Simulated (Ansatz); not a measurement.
Born–Oppenheimer molecular dynamics of H7NSi2 + HCN (or HNC) (13 atoms, charge 0, multiplicity 1). It starts from a relaxed structure.

Computed with Ansatz, RKS PBE-D4/STO-3G.

* ensemble: NVT, Langevin thermostat
* time step: 0.5 fs
* steps asked: 250
* set temperature: 300 K
* friction: 0.005 /fs
* masses: H 3.016 u
* seed: 608776

Frames 0.5 fs apart, positions in Å, forces in eV/Å.

Velocities at 105.0 fs (Å/ps):

```
C 0.90 3.43 -2.48
N -0.32 4.39 2.12
H 5.09 5.06 1.09
Si -2.81 -1.82 -0.51
N -0.67 5.64 6.49
Si -5.09 2.38 -6.06
H 15.83 11.61 6.39
H 7.63 -11.05 -18.96
H -8.01 4.26 0.14
H 8.20 -3.55 -4.30
H -0.05 -4.47 -8.93
H 2.46 -0.54 5.69
H -0.75 -1.96 -6.59
```

```xyz
13
Properties=species:S:1:pos:R:3:forces:R:3 time_fs=105.0 energy_less_start_eV=0.332 T=247
C -0.394 0.553 -3.977 0.23 -1.10 1.21
N -0.376 1.041 -5.082 -0.08 0.08 0.18
H -0.346 -0.008 -2.959 -0.17 1.06 -1.34
Si 0.572 -0.621 -0.098 -1.65 0.06 -1.24
N 0.238 0.624 1.038 0.17 1.06 0.65
Si -0.715 0.412 2.506 2.09 1.25 1.42
H 0.031 -1.809 0.519 0.12 -0.38 0.00
H 1.930 -0.801 -0.545 0.51 0.08 -0.02
H -0.277 -0.403 -1.363 0.86 -0.22 0.77
H 0.644 1.594 0.906 -0.29 -0.90 0.00
H -1.576 -0.696 2.371 -0.88 -0.85 -0.25
H -1.404 1.692 2.780 0.06 -0.52 -0.06
H 0.182 0.110 3.734 -0.98 0.37 -1.32
13
Properties=species:S:1:pos:R:3:forces:R:3 time_fs=105.5 energy_less_start_eV=0.327 T=237
C -0.393 0.555 -3.978 0.23 -1.17 1.41
N -0.376 1.043 -5.081 -0.08 0.15 0.01
H -0.344 -0.005 -2.959 -0.18 1.06 -1.36
Si 0.571 -0.622 -0.099 -1.40 0.28 -1.29
N 0.238 0.626 1.041 0.24 0.89 0.43
Si -0.717 0.414 2.503 2.08 1.16 1.51
H 0.039 -1.803 0.522 0.04 -0.54 0.07
H 1.934 -0.806 -0.555 0.31 0.12 0.06
H -0.281 -0.401 -1.362 0.86 -0.23 0.79
H 0.648 1.592 0.904 -0.29 -0.81 0.03
H -1.577 -0.698 2.366 -0.85 -0.80 -0.25
H -1.402 1.691 2.783 0.02 -0.48 -0.07
H 0.181 0.109 3.730 -0.99 0.37 -1.32
13
Properties=species:S:1:pos:R:3:forces:R:3 time_fs=106.0 energy_less_start_eV=0.318 T=246
C -0.393 0.556 -3.978 0.24 -1.21 1.52
N -0.376 1.045 -5.080 -0.08 0.20 -0.12
H -0.341 -0.002 -2.960 -0.18 1.04 -1.35
Si 0.569 -0.623 -0.099 -1.15 0.49 -1.33
N 0.238 0.629 1.045 0.30 0.70 0.21
Si -0.719 0.415 2.500 2.04 1.04 1.58
H 0.046 -1.798 0.526 -0.05 -0.69 0.13
H 1.938 -0.811 -0.564 0.12 0.16 0.13
H -0.283 -0.399 -1.361 0.84 -0.24 0.79
H 0.651 1.590 0.902 -0.28 -0.71 0.05
H -1.578 -0.701 2.361 -0.79 -0.72 -0.25
H -1.401 1.690 2.785 -0.02 -0.43 -0.07
H 0.180 0.109 3.725 -0.99 0.36 -1.29
13
Properties=species:S:1:pos:R:3:forces:R:3 time_fs=106.5 energy_less_start_eV=0.305 T=251
C -0.392 0.557 -3.979 0.25 -1.19 1.54
N -0.376 1.047 -5.079 -0.08 0.23 -0.20
H -0.339 0.003 -2.961 -0.19 0.99 -1.29
Si 0.567 -0.623 -0.100 -0.90 0.67 -1.34
N 0.237 0.632 1.048 0.34 0.48 -0.01
Si -0.721 0.417 2.498 1.97 0.89 1.62
H 0.054 -1.794 0.529 -0.12 -0.82 0.18
H 1.941 -0.816 -0.574 -0.06 0.20 0.21
H -0.285 -0.398 -1.359 0.81 -0.25 0.78
H 0.655 1.587 0.900 -0.25 -0.57 0.06
H -1.581 -0.705 2.356 -0.72 -0.61 -0.23
H -1.399 1.689 2.788 -0.06 -0.37 -0.07
H 0.179 0.110 3.718 -0.98 0.34 -1.24
13
Properties=species:S:1:pos:R:3:forces:R:3 time_fs=107.0 energy_less_start_eV=0.289 T=246
C -0.392 0.558 -3.979 0.25 -1.13 1.45
N -0.377 1.049 -5.078 -0.08 0.23 -0.21
H -0.337 0.008 -2.964 -0.19 0.93 -1.20
Si 0.565 -0.624 -0.100 -0.65 0.82 -1.34
N 0.237 0.635 1.051 0.36 0.23 -0.21
Si -0.723 0.418 2.495 1.88 0.74 1.63
H 0.061 -1.790 0.533 -0.18 -0.93 0.23
H 1.945 -0.821 -0.583 -0.25 0.24 0.29
H -0.285 -0.398 -1.357 0.78 -0.25 0.76
H 0.658 1.583 0.897 -0.20 -0.39 0.07
H -1.583 -0.708 2.350 -0.64 -0.50 -0.22
H -1.398 1.687 2.791 -0.11 -0.31 -0.06
H 0.177 0.112 3.711 -0.96 0.32 -1.18
13
Properties=species:S:1:pos:R:3:forces:R:3 time_fs=107.5 energy_less_start_eV=0.274 T=263
C -0.391 0.559 -3.978 0.25 -1.01 1.26
N -0.377 1.051 -5.078 -0.08 0.21 -0.17
H -0.335 0.014 -2.968 -0.18 0.84 -1.06
Si 0.563 -0.624 -0.101 -0.41 0.95 -1.31
N 0.237 0.638 1.055 0.37 -0.03 -0.40
Si -0.725 0.419 2.493 1.77 0.58 1.62
H 0.068 -1.787 0.538 -0.23 -1.02 0.26
H 1.949 -0.826 -0.592 -0.42 0.28 0.36
H -0.285 -0.397 -1.353 0.73 -0.25 0.73
H 0.660 1.579 0.895 -0.15 -0.21 0.08
H -1.587 -0.712 2.345 -0.56 -0.38 -0.20
H -1.398 1.685 2.794 -0.15 -0.25 -0.06
H 0.174 0.113 3.703 -0.92 0.30 -1.11
13
Properties=species:S:1:pos:R:3:forces:R:3 time_fs=108.0 energy_less_start_eV=0.258 T=277
C -0.390 0.559 -3.977 0.24 -0.85 0.97
N -0.377 1.053 -5.077 -0.09 0.16 -0.07
H -0.333 0.021 -2.973 -0.18 0.72 -0.88
Si 0.561 -0.625 -0.102 -0.17 1.04 -1.26
N 0.237 0.641 1.058 0.36 -0.29 -0.56
Si -0.726 0.421 2.491 1.65 0.42 1.59
H 0.075 -1.785 0.543 -0.28 -1.09 0.28
H 1.952 -0.830 -0.600 -0.58 0.32 0.43
H -0.285 -0.396 -1.349 0.66 -0.25 0.68
H 0.663 1.576 0.893 -0.09 -0.01 0.08
H -1.591 -0.715 2.339 -0.47 -0.26 -0.19
H -1.397 1.683 2.797 -0.19 -0.19 -0.05
H 0.171 0.114 3.695 -0.88 0.27 -1.02
13
Properties=species:S:1:pos:R:3:forces:R:3 time_fs=108.5 energy_less_start_eV=0.246 T=286
C -0.389 0.560 -3.976 0.23 -0.64 0.59
N -0.377 1.055 -5.077 -0.09 0.09 0.06
H -0.332 0.029 -2.979 -0.16 0.58 -0.64
Si 0.559 -0.625 -0.102 0.05 1.12 -1.17
N 0.237 0.644 1.060 0.35 -0.55 -0.72
Si -0.728 0.423 2.489 1.52 0.25 1.54
H 0.083 -1.784 0.549 -0.31 -1.13 0.29
H 1.955 -0.835 -0.609 -0.72 0.35 0.50
H -0.283 -0.395 -1.344 0.59 -0.25 0.61
H 0.666 1.572 0.891 -0.03 0.18 0.08
H -1.595 -0.719 2.333 -0.37 -0.13 -0.17
H -1.397 1.681 2.800 -0.23 -0.12 -0.05
H 0.167 0.115 3.686 -0.83 0.24 -0.92
13
Properties=species:S:1:pos:R:3:forces:R:3 time_fs=109.0 energy_less_start_eV=0.239 T=288
C -0.388 0.561 -3.975 0.22 -0.42 0.18
N -0.376 1.056 -5.076 -0.09 0.03 0.20
H -0.331 0.037 -2.985 -0.15 0.42 -0.38
Si 0.556 -0.626 -0.103 0.27 1.17 -1.05
N 0.237 0.647 1.063 0.33 -0.81 -0.87
Si -0.730 0.424 2.487 1.38 0.08 1.46
H 0.090 -1.784 0.554 -0.34 -1.15 0.29
H 1.957 -0.839 -0.617 -0.85 0.39 0.56
H -0.281 -0.394 -1.338 0.50 -0.24 0.52
H 0.669 1.568 0.888 0.04 0.38 0.07
H -1.599 -0.722 2.328 -0.28 -0.01 -0.15
H -1.397 1.678 2.803 -0.27 -0.04 -0.04
H 0.163 0.116 3.677 -0.76 0.21 -0.79
13
Properties=species:S:1:pos:R:3:forces:R:3 time_fs=109.5 energy_less_start_eV=0.236 T=293
C -0.388 0.562 -3.974 0.20 -0.19 -0.25
N -0.376 1.058 -5.076 -0.09 -0.04 0.33
H -0.330 0.045 -2.991 -0.13 0.26 -0.09
Si 0.554 -0.626 -0.104 0.47 1.18 -0.90
N 0.238 0.650 1.065 0.30 -1.05 -1.00
Si -0.731 0.426 2.485 1.23 -0.09 1.35
H 0.097 -1.784 0.560 -0.35 -1.15 0.27
H 1.959 -0.843 -0.624 -0.96 0.42 0.61
H -0.278 -0.394 -1.332 0.39 -0.23 0.41
H 0.672 1.564 0.886 0.10 0.57 0.06
H -1.605 -0.725 2.322 -0.19 0.11 -0.13
H -1.398 1.675 2.806 -0.31 0.04 -0.03
H 0.158 0.117 3.666 -0.67 0.17 -0.65
13
Properties=species:S:1:pos:R:3:forces:R:3 time_fs=110.0 energy_less_start_eV=0.239 T=289
C -0.387 0.563 -3.973 0.19 0.04 -0.68
N -0.376 1.060 -5.076 -0.09 -0.09 0.44
H -0.329 0.054 -2.998 -0.12 0.08 0.23
Si 0.552 -0.626 -0.105 0.66 1.15 -0.71
N 0.238 0.652 1.068 0.28 -1.25 -1.12
Si -0.732 0.428 2.483 1.06 -0.25 1.21
H 0.103 -1.786 0.567 -0.35 -1.11 0.24
H 1.960 -0.847 -0.630 -1.05 0.45 0.65
H -0.275 -0.393 -1.325 0.28 -0.22 0.29
H 0.675 1.561 0.884 0.16 0.73 0.06
H -1.609 -0.727 2.316 -0.10 0.23 -0.11
H -1.399 1.672 2.808 -0.36 0.12 -0.01
H 0.152 0.118 3.655 -0.57 0.12 -0.48
13
Properties=species:S:1:pos:R:3:forces:R:3 time_fs=110.5 energy_less_start_eV=0.248 T=286
C -0.386 0.563 -3.972 0.17 0.27 -1.10
N -0.376 1.061 -5.075 -0.10 -0.14 0.53
H -0.327 0.062 -3.004 -0.10 -0.11 0.55
Si 0.549 -0.627 -0.106 0.83 1.09 -0.48
N 0.238 0.655 1.070 0.28 -1.41 -1.23
Si -0.733 0.429 2.482 0.87 -0.39 1.05
H 0.109 -1.788 0.573 -0.35 -1.04 0.19
H 1.960 -0.851 -0.636 -1.12 0.47 0.69
H -0.272 -0.392 -1.318 0.16 -0.20 0.14
H 0.678 1.558 0.882 0.20 0.84 0.05
H -1.615 -0.730 2.311 -0.01 0.35 -0.09
H -1.400 1.669 2.811 -0.39 0.19 0.00
H 0.145 0.120 3.644 -0.45 0.07 -0.30
```

Of the whole run (125 fs, mean temperature of the second half 244 K): The mean temperature of the second half is 19 % below the set value. A run of 0.12 ps of so small a system gives no equilibrium averages. Limits of this set-up: minimal basis.

Run time: 6.8 min on 1 thread of Arm Neoverse V1, on a shared host, peak memory 0.085 GiB.
